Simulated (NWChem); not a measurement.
A series in which one site is exchanged, each optimised at B3LYP/6-31G* with NWChem, gas phase unless a solvent is named. Pople sets run with spherical d functions. This build's default masses of Se (78.918 u) and Br (79.917 u) are each other's, which moves their modes by up to 0.6 %.

A: [Br][Be][Br] (BeBr2; site = Be)
B: [Br][Mg][Br] (MgBr$_{2}$; site = Mg)
C: [Br][Ca][Br] (CaBr$_{2}$; site = Ca)
D: [Se](Br)Br (SeBr₂; site = Se)

Problem. Rank them by lowest singlet excitation, PBE/def2-SVPD, TDA (eV), lowest first.

Solution. D (1.91), C (3.52), B (4.64), A (6.11)
